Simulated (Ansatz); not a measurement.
`CO[SiH](O)O[SiH3]` + `[OH][Ge]([OH])([Cl])[Cl]` → `CO[Si](O)(O)O[SiH3]` + `[OH][GeH]([Cl])[Cl]`  (redistribution)

Gas-phase electronic energies from Ansatz, PBE0-D4/def2-TZVP geometries. CBS: MP2 limit from def2 TZ/QZ plus the TZ coupled-cluster correction, frozen cores. Functionals use def2-TZVPP. B3LYP here is the variant with VWN-RPA as its local correlation; programs differ in this. For Ge outer-core shells are correlated without core-valence functions, which leaves a few kJ/mol of doubt a bond. Scalar relativity is left out up to krypton. Each species was taken in one conformer, which may not be the lowest.

`CO[SiH](O)O[SiH3]`:

```xyz
14

C     1.884    0.198   -1.436
O     0.476    0.274   -1.444
Si   -0.413    0.907   -0.231
O    -1.969    0.870   -0.719
O    -0.291    0.051    1.142
Si   -0.959   -1.204    1.960
H     2.232   -0.578   -0.748
H     2.219   -0.052   -2.443
H     2.339    1.152   -1.146
H     0.060    2.272    0.078
H    -2.130    0.861   -1.663
H     0.042   -1.685    2.944
H    -2.181   -0.756    2.674
H    -1.309   -2.310    1.032
```

`[OH][Ge]([OH])([Cl])[Cl]`:

```xyz
7

O    -0.512   -1.008   -0.971
Ge   -0.097    0.135    0.289
O     0.680    1.496   -0.476
Cl   -1.792    0.882    1.312
Cl    1.170   -0.831    1.708
H    -0.672   -1.897   -0.640
H     1.224    1.223   -1.221
```

`CO[Si](O)(O)O[SiH3]`:

```xyz
15

C     0.130    0.000    2.363
O    -0.478    0.886    1.448
Si   -0.683    0.571   -0.134
O    -1.767   -0.604   -0.454
O    -1.212    1.950   -0.816
O     0.723    0.039   -0.739
Si    1.347   -0.924   -1.910
H    -0.453   -0.920    2.471
H     0.181    0.496    3.333
H     1.144   -0.261    2.047
H    -2.694   -0.370   -0.393
H    -0.891    2.769   -0.436
H     2.753   -0.507   -2.134
H     0.581   -0.783   -3.175
H     1.319   -2.342   -1.471
```

`[OH][GeH]([Cl])[Cl]`:

Cartesian coordinates in Å:
```
O -1.017 1.006 -0.206
Ge 0.050 -0.289 0.297
Cl 2.018 0.481 0.613
Cl 0.198 -1.745 -1.261
H -0.735 1.445 -1.014
H -0.514 -0.900 1.571
```

```csv
level,ΔE (kJ/mol),difference from CCSD(T)/CBS
r2SCAN-D4,-85.3,-0.9
PBE0-D4,-84.9,-0.5
B3LYP-D4,-85.6,-1.2
ωB97X-V,-82.6,1.8
B2PLYP,-82.6,1.8
PBE,-79.4,5.0
PBE0,-84.2,0.2
MP2/def2-TZVPP,-79.8,4.6
MP2/def2-QZVPP,-81.8,2.6
HF/CBS(def2),-89.1,-4.7
CCSD(T)/CBS,-84.4,0
```

Largest T1 diagnostic among the species: 0.011.

From PBE to PBE0 (25 % exact exchange), in def2-TZVPP and without D4, ΔE moves by −4.8 kJ/mol. In def2-TZVPP, CCSD(T) changes the Hartree–Fock value by +7.2 kJ/mol (the triples alone add +2.1 kJ/mol) and MP2 by +8.7 kJ/mol.
